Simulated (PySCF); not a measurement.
Nuclear quadrupole coupling in `c1cc2ccsc2cn1`

C7H5NS.
Bonds: C1–C2 (aromatic), C2–C3 (aromatic), C3–C4 (aromatic), C4–C5 (aromatic), C5–S6 (aromatic), S6–C7 (aromatic), C7–C8 (aromatic), C8–N9 (aromatic), C1–N9 (aromatic), C3–C7 (aromatic). Hydrogens: H10 on C1; H11 on C2; H12 on C4; H13 on C5; H14 on C8.

Field gradients from the PBE0/pcSseg-1 density (PySCF, non-relativistic), principal values in atomic units, ordered |Vxx| ≤ |Vyy| ≤ |Vzz|:

| atom | Vxx | Vyy | Vzz |
| --- | --- | --- | --- |
| S6 | -0.2063 | -1.7959 | 2.0022 |
| N9 | 0.3907 | 0.7235 | -1.1142 |

Q: Find the asymmetry η = (Vxx − Vyy)/Vzz and the couplings χ = eQV/h (234.96 MHz × Q in barn × V in au), with Q(33S) = −0.0678 b, Q(14N) = 0.02044 b.

A: 
```json
{"atom": "S6", "environment": "thiophene-type sulfur", "nucleus": "33S", "η": "0.79", "χzz (MHz)": "-31.90", "χxx (MHz)": "3.29", "χyy (MHz)": "28.61"}
{"atom": "N9", "environment": "pyridine-type nitrogen", "nucleus": "14N", "η": "0.30", "χzz (MHz)": "-5.35", "χxx (MHz)": "1.88", "χyy (MHz)": "3.47"}
```

The tensor is traceless: Vxx + Vyy + Vzz = 0.

Q: What is Vzz at N9 in SI units (1 au = 9.71736 × 10²¹ V/m²)?

A: -1.1142 au = -10.827 × 10²¹ V/m².

Q: And the gradient at the other heavy atoms, for which no coupling is worked out here?

A: 
| atom | environment | Vzz (au) | η |
| --- | --- | --- | --- |
| C1 | aromatic CH next to a ring nitrogen | 0.296 | 0.52 |
| C2 | aromatic CH carbon | 0.273 | 0.31 |
| C3 | ring-fusion aromatic carbon | 0.299 | 0.27 |
| C4 | aromatic CH carbon | 0.200 | 0.26 |
| C5 | aromatic CH next to a ring sulfur | -0.282 | 0.11 |
| C7 | ring-fusion aromatic carbon | -0.274 | 0.04 |
| C8 | aromatic CH next to a ring nitrogen | 0.292 | 0.37 |

Q: What couplings would deuterons (Q(2H) = 0.00286 b) have in place of the hydrogens, at this geometry?

A: 
```
atom  bonded to  bond length (Å)  Vzz (au)     η  χzz (kHz)
 H10         C1            1.095    0.2959  0.07        199
 H11         C2            1.092    0.3048  0.07        205
 H12         C4            1.090    0.3098  0.07        208
 H13         C5            1.090    0.3092  0.09        208
 H14         C8            1.096    0.2924  0.07        197
```

Isolated species at its PBE0-D3(BJ)/def2-SVP geometry, gas phase. The basis is small and wasn't made for field gradients, so the couplings can be 20 % off.
